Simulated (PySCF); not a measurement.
**Orbital levels and atomic charges**

System: C22H50Si2 (one of a series of oligomers), SMILES C[Si](C)(C)CCCCCCCCCCCCCCCC[Si](C)(C)C.

Cartesian coordinates (Å):
```
  1 C    -9.0536    0.1927   -1.0361
  2 Si   -8.6964   -0.9408    0.4583
  3 C    -9.2080   -2.7149   -0.0277
  4 C    -9.7597   -0.4032    1.9489
  5 C    -6.8407   -1.0135    0.9327
  6 C    -6.2996    0.1424    1.7733
  7 C    -6.2970    1.4969    1.0657
  8 C    -5.5104    1.5378   -0.2452
  9 C    -4.0397    1.1544   -0.0942
 10 C    -3.2763    1.3424   -1.4036
 11 C    -1.8411    0.8179   -1.3502
 12 C    -0.9485    1.6024   -0.3900
 13 C     0.5313    1.2392   -0.5198
 14 C     0.8317   -0.2020   -0.1110
 15 C     2.3285   -0.4915    0.0028
 16 C     3.0590   -0.3972   -1.3356
 17 C     4.4932   -0.9230   -1.2756
 18 C     5.4049   -0.0815   -0.3858
 19 C     6.8581   -0.5492   -0.4401
 20 C     7.7599    0.2893    0.4626
 21 Si    9.5997   -0.2401    0.4513
 22 C    10.3185   -0.0911   -1.3097
 23 C     9.7701   -2.0428    1.0539
 24 C    10.5646    0.9110    1.6267
 25 H    -8.8794    1.2407   -0.8155
 26 H    -8.4332   -0.0699   -1.8877
 27 H   -10.0897    0.0931   -1.3468
 28 H    -8.6306   -3.0789   -0.8720
 29 H   -10.2562   -2.7562   -0.3065
 30 H    -9.0612   -3.4104    0.7929
 31 H   -10.8176   -0.4656    1.7108
 32 H    -9.5520    0.6190    2.2502
 33 H    -9.5811   -1.0431    2.8084
 34 H    -6.2358   -1.1132    0.0314
 35 H    -6.6815   -1.9337    1.4996
 36 H    -6.9029    0.2338    2.6794
 37 H    -5.2802   -0.0936    2.0901
 38 H    -7.3282    1.7897    0.8588
 39 H    -5.8774    2.2380    1.7517
 40 H    -5.5675    2.5537   -0.6447
 41 H    -5.9834    0.8789   -0.9745
 42 H    -3.9590    0.1102    0.2112
 43 H    -3.5889    1.7673    0.6878
 44 H    -3.8100    0.8139   -2.1981
 45 H    -3.2643    2.4024   -1.6676
 46 H    -1.8596   -0.2338   -1.0593
 47 H    -1.4107    0.8763   -2.3534
 48 H    -1.2682    1.4258    0.6385
 49 H    -1.0655    2.6698   -0.5957
 50 H     0.8473    1.4027   -1.5516
 51 H     1.1126    1.9121    0.1161
 52 H     0.3908   -0.8897   -0.8347
 53 H     0.3641   -0.3953    0.8580
 54 H     2.4596   -1.5001    0.4030
 55 H     2.7704    0.2076    0.7147
 56 H     2.5049   -0.9770   -2.0783
 57 H     3.0778    0.6406   -1.6720
 58 H     4.4870   -1.9539   -0.9136
 59 H     4.9047   -0.9338   -2.2882
 60 H     5.3518    0.9629   -0.7030
 61 H     5.0580   -0.1311    0.6477
 62 H     7.2163   -0.4901   -1.4697
 63 H     6.9082   -1.5962   -0.1345
 64 H     7.3736    0.2403    1.4826
 65 H     7.6802    1.3350    0.1589
 66 H    11.3768   -0.3338   -1.3231
 67 H    10.2095    0.9169   -1.6985
 68 H     9.8204   -0.7646   -2.0003
 69 H    10.8127   -2.3425    1.1041
 70 H     9.2635   -2.7343    0.3872
 71 H     9.3461   -2.1710    2.0455
 72 H    11.6168    0.6468    1.6547
 73 H    10.4966    1.9478    1.3124
 74 H    10.1857    0.8511    2.6421
```

Method: CAM-B3LYP/6-31G*, gas phase, PySCF, fitting set def2-universal-JFIT up to Ne and JKFIT beyond, grid level 1.

(1) Give the orbital energies near the gap.

(2) Give the partial charges of the non-hydrogen atoms.

## Answers

(1) 
```json
{"orbital": "HOMO-4", "eV": "-9.44"}
{"orbital": "HOMO-3", "eV": "-9.41"}
{"orbital": "HOMO-2", "eV": "-9.34"}
{"orbital": "HOMO-1", "eV": "-8.91"}
{"orbital": "HOMO", "eV": "-8.75"}
{"orbital": "LUMO", "eV": "3.11"}
{"orbital": "LUMO+1", "eV": "3.34"}
{"orbital": "LUMO+2", "eV": "3.70"}
{"orbital": "LUMO+3", "eV": "3.82"}
```

(2) 
```csv
atom,Mulliken,IAO,Hirshfeld
C1,-0.67,-0.70,-0.20
Si2,0.73,1.07,0.37
C3,-0.66,-0.70,-0.21
C4,-0.67,-0.70,-0.20
C5,-0.48,-0.52,-0.15
C6,-0.26,-0.23,-0.05
C7,-0.26,-0.23,-0.05
C8,-0.26,-0.23,-0.05
C9,-0.26,-0.23,-0.05
C10,-0.25,-0.23,-0.05
C11,-0.26,-0.23,-0.05
C12,-0.26,-0.23,-0.05
C13,-0.26,-0.23,-0.05
C14,-0.26,-0.23,-0.05
C15,-0.26,-0.23,-0.05
C16,-0.26,-0.23,-0.05
C17,-0.26,-0.23,-0.05
C18,-0.25,-0.23,-0.05
C19,-0.26,-0.22,-0.05
C20,-0.46,-0.52,-0.15
Si21,0.73,1.09,0.38
C22,-0.67,-0.70,-0.20
C23,-0.67,-0.70,-0.20
C24,-0.66,-0.70,-0.20
```
